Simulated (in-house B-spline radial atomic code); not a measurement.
Orbital energies and mean radii along the 43-electron series, configuration 1s2 2s2 2p6 3s2 3p6 3d10 4s2 4p6 4d3/2(4) 4d5/2(3). The effective charge is n√(-2ε), a non-relativistic measure. Computed with a radial B-spline atomic code at the basis-set limit: Dirac-Hartree-Fock, jj configuration that fills j = l - 1/2 first, finite nuclei.

```csv
ion,Z,energy of 3p3/2 (Eh),mean radius of 3p3/2 (bohr),energy of 4p1/2 (Eh),mean radius of 4p1/2 (bohr),energy of 3d3/2 (Eh),mean radius of 3d3/2 (bohr),energy of 4s1/2 (Eh),mean radius of 4s1/2 (bohr),effective charge of 3p3/2
Sm19+,62,-71.221,0.25503,-27.43,0.56168,-59.751,0.22686,-30.077,0.55433,35.805
Eu20+,63,-75.313,0.24979,-29.512,0.5463,-63.559,0.22182,-32.253,0.54002,36.819
Gd21+,64,-79.523,0.24474,-31.669,0.5317,-67.485,0.21699,-34.503,0.52639,37.834
Tb22+,65,?,?,?,?,?,?,?,?,?
Dy23+,66,-88.297,0.23521,-36.207,0.5046,-75.686,0.2079,-39.232,0.50096,39.867
Ho24+,67,?,?,?,?,?,?,?,?,?
Er25+,68,-97.545,0.22635,-41.048,0.47996,-84.357,0.19952,-44.267,0.4777,41.902
Tm26+,69,-102.35,0.22215,-43.583,0.46846,-88.868,0.19556,-46.901,0.46679,42.921
```

Problem. Fill in the row of Tb22+.

Solution. energy of 3p3/2 (Eh): -83.851; mean radius of 3p3/2 (bohr): 0.23989; energy of 4p1/2 (Eh): -33.9; mean radius of 4p1/2 (bohr): 0.51782; energy of 3d3/2 (Eh): -71.527; mean radius of 3d3/2 (bohr): 0.21235; energy of 4s1/2 (Eh): -36.83; mean radius of 4s1/2 (bohr): 0.51338; effective charge of 3p3/2: 38.85.

Problem. Fill in the row of Ho24+.

Solution. energy of 3p3/2 (Eh): -92.862; mean radius of 3p3/2 (bohr): 0.2307; energy of 4p1/2 (Eh): -38.589; mean radius of 4p1/2 (bohr): 0.49199; energy of 3d3/2 (Eh): -79.963; mean radius of 3d3/2 (bohr): 0.20363; energy of 4s1/2 (Eh): -41.711; mean radius of 4s1/2 (bohr): 0.48907; effective charge of 3p3/2: 40.884.

Problem. How does the screening of 3p3/2 change?

Solution. Z less the effective charge goes from 26.20 at Z = 62 to 26.08 at Z = 69.
